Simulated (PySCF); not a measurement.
NMR data sheet: C₆H₁₂O₂Si

```
Formula                               : C6H12O2Si
SMILES                                : CC(=O)[C@@H]1COCC[SiH2]1
InChI                                 : InChI=1S/C6H12O2Si/c1-5(7)6-4-8-2-3-9-6/h6H,2-4,9H2,1H3/t6-/m0/s1
Point group of the computed structure : C1
Degrees of unsaturation               : 2
Carbon signals                        : 6
Proton signals                        : 10
```

Numbering as in the mapped SMILES `[CH3:1][C:2](=[O:3])[C@@H:4]1[CH2:5][O:6][CH2:7][CH2:8][SiH2:9]1` (H(Xn): hydrogen on atom n). Ha(C5), Ha(C7), Ha(C8), Ha(Si9) are cis to C2 on the ring; Hb(C5), Hb(C7), Hb(C8), Hb(Si9) are trans to C2 on the ring.

[PySCF 2.14.0 with density-fitted response routines: GIAO PBE0/pcSseg-1 shieldings; PBE0-D3(BJ)/def2-SVP structure; one averaged value for each set of equivalent atoms; one conformer; relativity neglected; no solvent model]

δ = σ(ref) − σ, references computed at the same level: TMS for 1H, 13C, 29Si; H2O for 17O.

| carbon | δC, type | δH (multiplicity) | HMBC from (2–3 bonds) | span of the C tensor (ppm) |
| --- | --- | --- | --- | --- |
| C1 | 30.1, CH3 | 2.01 (s) | H(C4) | 58 |
| C2 | 208.9, C | – | Hb(Si9), Hb(C5), Ha(Si9), Ha(C5), H(C4), H(C1) | 209 |
| C4 | 41.8, CH | 2.38 (m) | Hb(Si9), Hb(C5), Ha(Si9), Ha(C5), H(C1), Hb(C8), Ha(C8) | 65 |
| C5 | 70.2, CH2 | Ha(C5) 3.57 (m); Hb(C5) 4.12 (m) | Hb(Si9), Hb(C7), Ha(Si9), Ha(C7), H(C4) | 81 |
| C7 | 68.2, CH2 | Hb(C7) 4.20 (m); Ha(C7) 3.16 (m) | Hb(Si9), Hb(C5), Ha(Si9), Ha(C5), Hb(C8), Ha(C8) | 77 |
| C8 | 9.7, CH2 | Ha(C8) 0.54 (m); Hb(C8) 1.03 (m) | Hb(Si9), Hb(C7), Ha(Si9), Ha(C7), H(C4) | 34 |

Other nuclei:
| atoms | nucleus | environment | δ (ppm) | σ (ppm) |
| --- | --- | --- | --- | --- |
| Hb(Si9) | 1H | hydrogen on a silicon bonded to 2 C, in a 6-membered ring | 4.38 | 26.89 |
| Ha(Si9) | 1H | hydrogen on a silicon bonded to 2 C, in a 6-membered ring | 4.01 | 27.26 |
| Si9 | 29Si | silicon bonded to 2 C, 2 H, in a 6-membered ring | -38.4 | 390.4 |
| O3 | 17O | ketone oxygen | 656.0 | -321.4 |
| O6 | 17O | ether oxygen | 39.7 | 294.9 |

- Carbon types of the structure: 1 × C, 1 × CH, 3 × CH2, 1 × CH3, leaving 2 H on heteroatoms.
- δC 208.9: ketone carbonyl carbon; the double bond to the heteroatom, with no lone-pair donor beside it, deshields it most.
- δC 70.2, 68.2: sp3 CH2 bonded to O; pulled downfield by the heteroatom.
- δC 41.8: sp3 CH bonded to Si, α to a carbonyl; α to the electron-withdrawing carbonyl group.
- δC 9.7: sp3 CH2 bonded to Si; an electropositive neighbour leaves it electron-rich and shielded.
- δH 2.01: hydrogen on a methyl carbon α to a carbonyl; α to C=O.

Shifts are as computed. Against solution values, carbons near 30 ppm lie about +2 ppm off and those near 130 ppm about +5 ppm. Of 1211 compounds with measured shifts, 218 miss one by over three times the rms of a fit or turn the order of signals round; such compounds aren't used in these exercises. Unscaled 17O shifts of doubly bonded oxygen tend to come out too high, by tens of ppm or more. Experimental scales use liquid or dissolved standards, which lie at an offset from isolated H2O (liquid H2O: subtract about 36 ppm). Multiplicities follow the n + 1 count of equivalent neighbours, as no J values were calculated; m marks all less simple cases, F and P coupling included.
